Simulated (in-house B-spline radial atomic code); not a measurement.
The outermost shell (largest non-relativistic mean radius) with and without relativity; Dirac values are averaged over j. Computed with an all-electron radial atomic-structure program (B-spline basis): non-relativistic Hartree-Fock and Dirac-Hartree-Fock, averages of the configuration (point nuclei without relativity, finite nuclei with it).

```json
{"ion": "Ga5+", "configuration": "[Ar] 3d8", "outermost shell": "3d", "radius non-relativistic (bohr)": "0.70185", "radius Dirac (bohr)": "0.704", "radius change (%)": "0.30642", "level non-relativistic (eV)": "-116.994", "level Dirac (eV)": "-116.32", "spin-orbit splitting (eV)": "0.56971"}
{"ion": "Ge5+", "configuration": "[Ar] 3d9", "outermost shell": "?", "radius non-relativistic (bohr)": "?", "radius Dirac (bohr)": "?", "radius change (%)": "?", "level non-relativistic (eV)": "?", "level Dirac (eV)": "?", "spin-orbit splitting (eV)": "?"}
{"ion": "As5+", "configuration": "[Ar] 3d10", "outermost shell": "3d", "radius non-relativistic (bohr)": "0.65433", "radius Dirac (bohr)": "0.65638", "radius change (%)": "0.31345", "level non-relativistic (eV)": "-124.043", "level Dirac (eV)": "-123.26", "spin-orbit splitting (eV)": "0.80646"}
{"ion": "Se5+", "configuration": "[Ar] 3d10 4s1", "outermost shell": "4s", "radius non-relativistic (bohr)": "1.5887", "radius Dirac (bohr)": "1.5659", "radius change (%)": "-1.4372", "level non-relativistic (eV)": "-79.700", "level Dirac (eV)": "-80.874", "spin-orbit splitting (eV)": "-"}
{"ion": "Br5+", "configuration": "[Ar] 3d10 4s2", "outermost shell": "?", "radius non-relativistic (bohr)": "?", "radius Dirac (bohr)": "?", "radius change (%)": "?", "level non-relativistic (eV)": "?", "level Dirac (eV)": "?", "spin-orbit splitting (eV)": "?"}
{"ion": "Kr5+", "configuration": "[Ar] 3d10 4s2 4p1", "outermost shell": "4p", "radius non-relativistic (bohr)": "1.5668", "radius Dirac (bohr)": "1.5584", "radius change (%)": "-0.53205", "level non-relativistic (eV)": "-76.795", "level Dirac (eV)": "-77.07", "spin-orbit splitting (eV)": "1.0226"}
```

Question: Fill in the row of Ge5+.

Answer: outermost shell: 3d; radius non-relativistic (bohr): 0.67721; radius Dirac (bohr): 0.67931; radius change (%): 0.30999; level non-relativistic (eV): -120.534; level Dirac (eV): -119.8; spin-orbit splitting (eV): 0.68021.

Question: Fill in the row of Br5+.

Answer: outermost shell: 4s; radius non-relativistic (bohr): 1.5135; radius Dirac (bohr): 1.491; radius change (%): -1.4848; level non-relativistic (eV): -84.269; level Dirac (eV): -85.551.

Question: Which member changes most?

Answer: Bromine (Br5+): its 4s shell contracts by 1.5 %.
